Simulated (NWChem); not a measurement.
TiN2H4F2; SMILES [NH2][Ti]([NH2])([F])[F]

```xyz
9

Ti     0.0647    -0.0548    -0.0508
F      1.2449     1.0140     0.6941
F      0.8940    -1.3397    -0.9180
N     -1.0138    -0.8102     1.2870
H     -0.6444    -1.3830     2.0423
H     -2.0203    -0.7161     1.3713
N     -1.0711     0.8973    -1.1917
H     -1.2484     1.8966    -1.1237
H     -1.4541     0.5318    -2.0602
```
Atoms are numbered in this order, from 1.

Coordinates come from a B3LYP/6-31G* (spherical d) optimisation. No frequency run checked for a minimum.

Question: Give the principal values of the shielding tensors (ppm) of Ti1, F2, N4, N7 from KT2/pcSseg-1, GIAO (NWChem), with their diamagnetic and paramagnetic parts as GIAO splits them.

Answer: 
| atom | σ11 | σ22 | σ33 | isotropic | diamagnetic | paramagnetic |
|---|---|---|---|---|---|---|
| Ti1 | -570.9 | -477.6 | -308.7 | -452.4 | 1607.1 | -2059.5 |
| F2 | -410.3 | -256.6 | 294.5 | -124.1 | 479.2 | -603.4 |
| N4 | -221.1 | 178.3 | 227.0 | 61.4 | 319.6 | -258.1 |
| N7 | -270.3 | 155.6 | 232.7 | 39.3 | 320.8 | -281.5 |
